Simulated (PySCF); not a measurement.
Isomers of C2H12FNSi3, one GFN2-xTB conformer each. Single-point energies are computed at PBE0/pcSseg-1 (PySCF, gas phase, no added dispersion term), electronic only.

Task: Rank them by PBE0/pcSseg-1 energy, lowest first (kcal/mol).
A. `[F:1][SiH2:2][NH:3][SiH2:4][CH2:5][CH2:6][SiH3:7]` with F1–Si2–N3–Si4 26°, Si2–N3–Si4–C5 178°, N3–Si4–C5–C6 179°, Si4–C5–C6–Si7 -179°
B. `[CH3:1][N:2]([CH3:3])[SiH2:4][SiH2:5][SiH2:6][F:7]` with C1–N2–Si4–Si5 -160°, N2–Si4–Si5–Si6 148°, Si4–Si5–Si6–F7 17°
C. `[CH3:1][NH:2][SiH2:3][C@@H:4]([SiH3:5])[SiH2:6][F:7]` with C1–N2–Si3–C4 -56°, N2–Si3–C4–Si5 -176°, Si3–C4–Si6–F7 180°

Result: A (0.0), C (12.6), B (32.5).

As drawn, the lowest has an N–H bond and an Si–C bond, which the highest lacks; the highest has an Si–Si bond, which the lowest lacks. GFN2-xTB itself gives, in the same order: 0.0, 23.1, 28.0. Both levels put the same isomer lowest; measured from each level's own lowest isomer, the values differ by up to 10.5 kcal/mol (CN[SiH2][C@@H]([SiH3])[SiH2]F: 23.1 against 12.6).

Task: Which frontier levels, dipoles and rotational constants go with these structures?

Result: 
```json
{"SMILES": "F[SiH2]N[SiH2]CC[SiH3]", "HOMO (eV, PBE0/pcSseg-1)": "-7.56", "LUMO (eV)": "0.45", "dipole (D)": "2.22", "A, B, C (MHz)": "6304, 390.6, 375.9"}
{"SMILES": "CN[SiH2][C@@H]([SiH3])[SiH2]F", "HOMO (eV, PBE0/pcSseg-1)": "-6.98", "LUMO (eV)": "0.20", "dipole (D)": "2.94", "A, B, C (MHz)": "1691, 959.6, 679.4"}
{"SMILES": "CN(C)[SiH2][SiH2][SiH2]F", "HOMO (eV, PBE0/pcSseg-1)": "-6.41", "LUMO (eV)": "-0.94", "dipole (D)": "2.41", "A, B, C (MHz)": "3221, 585.9, 521.9"}
```

Task: As an exercise, what shares would exp(−E/RT) give at 2000 K from these electronic energies alone (no entropy, no degeneracies)?

Result: RT = 3.974 kcal/mol: F[SiH2]N[SiH2]CC[SiH3] 96.0 %, CN[SiH2][C@@H]([SiH3])[SiH2]F 4.0 %, CN(C)[SiH2][SiH2][SiH2]F under 0.1 %.
